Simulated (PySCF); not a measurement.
Species: VSF3 (singlet state).
SMILES: `[F][V]([F])([F])=[S]`

The closed-shell ground state was solved at several levels (PySCF, density fitting, gas phase, non-relativistic). Geometry: PBE0-D3(BJ)/def2-SVP; no solvent, vibrations or thermal averaging.

```
                        level  basis functions  total energy (Eh)  HOMO (eV)  LUMO (eV)  gap (eV)  dipole (D)
          CAM-B3LYP/def2-SVPD              130         -1641.4267     -10.47      -3.19      7.28        0.76
PBE0/pcSseg-1 (pcSseg-2 on V)              148         -1641.2649      -9.09      -4.11      4.98        0.26
 PBE/pcSseg-1 (pcSseg-2 on V)              148         -1641.2965      -7.71      -4.81      2.90        0.06
```

**Question.** Estimate the row for B3LYP/pcSseg-1 (pcSseg-2 on V), a basis of 148 functions; the other rows only guide the guess.

**Answer.** Total energy -1641.9505 Eh, HOMO -8.82 eV, LUMO -4.30 eV, gap 4.52 eV, dipole 0.32 D.

**Question.** Over all these levels, which gives the widest orbital gap and which the narrowest?

**Answer.** CAM-B3LYP/def2-SVPD (range-separated hybrid) has the widest, 7.28 eV, and PBE/pcSseg-1 (pcSseg-2 on V) (GGA) the narrowest, 2.90 eV. Functional and basis both differ between the two, so the spread mixes both effects.

**Question.** In the pcSseg-1 (pcSseg-2 on V) basis, how does the gap go with the fixed share of exact exchange?

**Answer.** PBE (0 %) 2.90 eV; B3LYP (20 %) 4.52 eV; PBE0 (25 %) 4.98 eV. Each rise in the share widens the gap here.

**Question.** How far do the dipole and the HOMO energy spread over the levels?

**Answer.** The dipole runs from 0.06 to 0.76 D (mean 0.35 D) and the HOMO from -10.47 to -7.71 eV.
